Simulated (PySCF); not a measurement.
A structure optimised at PBE-D3(BJ)/def2-SVP, used in a PySCF frequency run:

```
Ge
O 1 1.7774
H 2 0.9776 1 109.82
O 1 1.7774 2 113.46 3 72.25
H 4 0.9776 1 109.82 2 72.25
Cl 1 2.1508 2 111.02 3 -45.30
Cl 1 2.1508 2 104.67 3 -166.57
```
Charge 0, spin multiplicity 1.

Q: Write its SMILES, formula and point group.

A: [OH][Ge]([OH])([Cl])[Cl], Cl2GeH2O2, C2

Q: What are its rotational constants (standard atomic weights)?

A: 2.5587, 1.6659, 1.4472 GHz
